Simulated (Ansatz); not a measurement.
Start from `C[Si](S)(Cl)Cl` and change one atom or group to get `C[Si](F)(S)Cl`.

Ansatz, PBE0-D4/def2-TZVP geometries, multiplicity 1. Each molecule was computed in one conformer, which needn't be the lowest.

| property | `C[Si](S)(Cl)Cl` |
| --- | --- |
| LUMO energy (PBE/def2-TZVPP) / eV | -0.88 |
| ideal-gas entropy at 298 K and 1 bar (rigid rotor, harmonic PBE0-D4/def2-TZVP) / J/(mol·K) | 372 |
| HOMO energy (PBE/def2-TZVPP) / eV | -6.61 |
| HOMO energy (B3LYP/def2-TZVPP) / eV | -7.61 |
| size of the dipole moment (B3LYP/def2-TZVPP) / D | 2.24 |
| zero-point energy (PBE0-D4/def2-TZVP) / kJ/mol | 132.7 |

(1) What does the change do to each property? (An estimate is asked.)

Answers

(1) Computed: 
```
                                                                                  property  `C[Si](F)(S)Cl`  shift
                                                         LUMO energy (PBE/def2-TZVPP) / eV            -0.73   0.15
ideal-gas entropy at 298 K and 1 bar (rigid rotor, harmonic PBE0-D4/def2-TZVP) / J/(mol·K)              361    -11
                                                         HOMO energy (PBE/def2-TZVPP) / eV            -6.68  -0.07
                                                       HOMO energy (B3LYP/def2-TZVPP) / eV            -7.69  -0.08
                                          size of the dipole moment (B3LYP/def2-TZVPP) / D             2.40   0.16
                                            zero-point energy (PBE0-D4/def2-TZVP) / kJ/mol            135.8    3.1
```

With PBE0 the HOMO falls by 0.08 eV and the LUMO rises by 0.12 eV, so the gap widens by about 0.20 eV. PBE moves the HOMO by -0.07 eV and ωB97M-V by -0.10 eV. Dipoles are sizes alone; their direction can turn.

B3LYP here is the variant with VWN-RPA as its local correlation; programs differ in this.
